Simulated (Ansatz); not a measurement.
AlGeH6NSi, SMILES `[SiH3][Al]1[NH][GeH2]1`. Charge 0, multiplicity 1. All single points use the PBE0-D4/def2-TZVP geometry.

```xyz
10

Si   -1.374    1.811    1.025
Al    0.063    0.099    0.031
N    -0.005   -1.535   -0.594
Ge    1.848   -1.159   -0.878
H    -2.694    1.249    1.423
H    -0.722    2.393    2.231
H    -1.603    2.910    0.046
H    -0.517   -2.376   -0.804
H     2.765   -2.140   -0.108
H     2.239   -1.252   -2.373
```

(1) What is the dipole moment at r2SCAN/def2-TZVPP? (Estimate.)

(2) And with PBE, B3LYP, ωB97M-V? (An estimate is asked.)

(3) Give the Mulliken charges with r2SCAN, PBE, B3LYP in def2-TZVPP. (An estimate is asked.)

## Answers

(1) Computed: 1.33 D, with components (-1.16, 0.44, 0.46) D in this frame, pointing from negative to positive charge.

(2) Computed: PBE 1.23 D, B3LYP 1.31 D, ωB97M-V 1.39 D.

(3) Computed: 
| atom | r2SCAN | PBE | B3LYP |
| --- | --- | --- | --- |
| Si1 | 0.03 | 0.00 | 0.07 |
| Al2 | 0.47 | 0.30 | 0.32 |
| N3 | -0.47 | -0.36 | -0.41 |
| Ge4 | 0.09 | 0.09 | 0.13 |
| H5 | -0.05 | -0.03 | -0.05 |
| H6 | -0.05 | -0.03 | -0.05 |
| H7 | -0.05 | -0.03 | -0.05 |
| H8 | 0.13 | 0.13 | 0.12 |
| H9 | -0.05 | -0.04 | -0.04 |
| H10 | -0.05 | -0.04 | -0.04 |

B3LYP here is the variant with VWN-RPA as its local correlation; programs differ in this.
